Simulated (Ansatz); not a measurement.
Geometry optimisation, RKS CAM-B3LYP-D4/def2-SVP in Ansatz.

The input (input.yaml):

```yaml
crystal:
  periodic: [false, false, false]
  atoms:
    - { symbol: Sn, position_ang: [-0.570948, -0.031975, -0.492643] }
    - { symbol: H, position_ang: [0.32702, 0.072172, 2.312199] }
    - { symbol: O, position_ang: [1.291943, -0.070512, 0.075695] }
    - { symbol: H, position_ang: [1.734845, -0.883705, -0.212322] }
    - { symbol: Cl, position_ang: [-0.99629, 1.958758, -1.573515] }
    - { symbol: Cl, position_ang: [-0.959401, -1.901347, -1.80349] }
    - { symbol: F, position_ang: [-1.846754, -0.133171, 0.901392] }
    - { symbol: H, position_ang: [-0.380816, 0.037679, 2.433184] }
basis:
  gaussian: { orbitals: def2-SVP }
hamiltonian:
  xc: cam_b3lyp
  dispersion: d4
relax:
  f_tol: 0.03
  max_steps: 50
```

Command:

```bash
$ ansatz run input.yaml --threads 4 --pin off --max-ram 5120MiB --backend cpu --events-out ev --progress --plain --runs-dir out
```

Q: Where does it end, and by what steps?

A: It converged. The force dipped under the threshold on the way, but the program's further checks kept it going. After 33 steps the energy has fallen by 0.179 eV; H4 moved furthest, 1.20 Å.

```csv
step,energy less start (eV),largest force component (eV/Å),accepted
0,0.0000,1.792,yes
2,-0.1210,0.115,yes
4,-0.1292,0.209,yes
6,-0.1323,0.065,yes
8,-0.1357,0.189,yes
10,-0.1437,0.042,yes
12,-0.1451,0.081,yes
14,-0.1438,0.567,no
16,-0.1505,0.112,yes
18,-0.1521,0.078,yes
20,-0.1550,0.265,yes
22,-0.1630,0.043,yes
24,-0.1671,0.055,yes
26,-0.1766,0.090,yes
28,-0.1725,0.675,no
30,-0.1765,0.487,no
32,-0.1792,0.120,no
33,-0.1794,0.021,yes
```

```xyz
8
Properties=species:S:1:pos:R:3
Sn -0.601 -0.093 -0.847
H 0.598 -0.131 2.881
O 1.247 -0.238 -0.261
H 1.300 -0.240 0.708
Cl -1.022 1.896 -1.933
Cl -1.235 -1.889 -2.144
F -1.644 -0.118 0.769
H -0.044 -0.139 2.467
```

Whether the end is a true minimum wasn't checked by a vibrational analysis.

The run took 80 s on 4 threads of Arm Neoverse V1 (shared host), peak memory 0.31 GiB.
